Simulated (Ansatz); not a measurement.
`FB[SiH2]Cl` + CH₃NH₂ → `CNBF` + `[SiH3]Cl` at 600 K and 1 bar (cleavage of the B–Si bond).

Program: Ansatz. Geometries: PBE0-D4/def2-TZVP. ΔE: electronic, gas phase. CCSD(T)/CBS is the MP2 limit (def2-TZVPP, def2-QZVPP) plus CCSD(T) − MP2 in def2-TZVPP, frozen cores. This one scheme is used for every species. One conformer a species, not always the lowest.

```
     species  CCSD(T)/CBS energy (Eh)  H − E (kJ/mol)  S (J/(mol·K))
`FB[SiH2]Cl`               -875.32301           136.6          396.3
      CH₃NH₂                -95.75281           199.3          283.8
      `CNBF`               -220.44549           231.8          357.4
  `[SiH3]Cl`               -750.69636            99.4          294.6
```

H − E and S are ideal-gas, rigid-rotor, harmonic terms from PBE0-D4/def2-TZVP, for one conformer and one mirror image of each species. 1 Eh = 2625.50 kJ/mol, R = 8.31446 J/(mol·K).

**Question.** By hand: ΔE, ΔH, ΔS and ΔG.

**Answer.** ΔE = (-220.44549) + (-750.69636) − (-875.32301) − (-95.75281) = -0.06603 Eh = -173.4 kJ/mol. Δ(H − E) = 231.8 + 99.4 − 136.6 − 199.3 = -4.7, so ΔH = -178.1 kJ/mol. ΔS = 357.4 + 294.6 − 396.3 − 283.8 = -28.1 J/(mol·K). ΔG = -178.1 − 600 × (-28.1)/1000 = -161.2 kJ/mol.

**Question.** By hand: the equilibrium constant, and the temperature at which ΔG would vanish if ΔH and ΔS stayed fixed.

**Answer.** log₁₀ K = −ΔG/(RT ln 10) = 14.0. ΔG = 0 at ΔH/ΔS = 6338 K, far beyond where these terms or the molecules hold.

ΔH outweighs TΔS. A doubt of 5 kJ/mol in ΔE shifts log₁₀ K by 0.4 here. Other conformers and mirror images would add mixing entropy, several J/(mol·K) or more a flexible species. These are equilibria of isolated gas molecules and say nothing of rates. Largest T1 diagnostic: 0.012 (customary marks: 0.02 for closed shells, 0.045 for open ones).
